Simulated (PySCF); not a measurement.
# Potential energy of MoO along the bond

Set-up: PySCF, scalar-relativistic core potentials, basis sets Mo def2-TZVPP with ECP28, O def2-TZVPP. Energies in eV from Mo (4d5 5s1) + O in their ground configurations at the same level. State: ⁵Π (quintet), unpaired electrons σ ↑, π ↑, δ ↑↑.

All columns are PBE0. A positive dipole means Mo(−)O(+).

```csv
R (Å),E (eV),μ (D),Mulliken charge on Mo (basis-dependent),HOMO (eV),LUMO (eV),Mayer bond order,⟨S²⟩
1.447,-3.092,-0.96,0.44,-4.23,-2.04,2.37,6.01
1.515,-4.205,-1.66,0.47,-4.51,-2.20,2.32,6.01
1.582,-4.828,-2.33,0.49,-4.80,-2.39,2.28,6.02
1.633,-5.051,-2.80,0.50,-5.00,-2.54,2.26,6.03
1.683,-5.115,-3.23,0.50,-5.20,-2.69,2.23,6.04
1.734,-5.055,-3.62,0.50,-5.37,-2.83,2.20,6.06
1.801,-4.840,-4.07,0.50,-5.57,-2.99,2.13,6.11
1.885,-4.447,-4.46,0.49,-5.74,-3.09,1.98,6.25
1.986,-3.933,-4.66,0.47,-5.87,-3.01,1.69,6.50
2.121,-3.302,-4.82,0.45,-5.99,-2.76,1.32,6.77
```

A fit through these points gives, at Re = 1.681 Å, μ = -3.22 D and dμ/dR = -8.25 D/Å; the reduced mass is 13.75 u.

Task: How strong is the fundamental in the double-harmonic approximation, I = 42.26·(dμ/dR)²/μred km/mol?

Result: I = 42.26·(-8.25)²/13.75 = 209 km/mol at PBE0.

The metal atom is held in its measured ground configuration; semilocal functionals can put another filling of s and d lower by some tenths of an eV, and De to that atom would be smaller. ⟨S²⟩ of the unrestricted solution departs from its pure value on part of the curve, where spin states mix. Spin–orbit coupling is left out, which matters for elements this heavy, above all for dissociation energies. With d or f electrons several states lie close, and the lowest PBE0 determinant need not be the measured ground state.
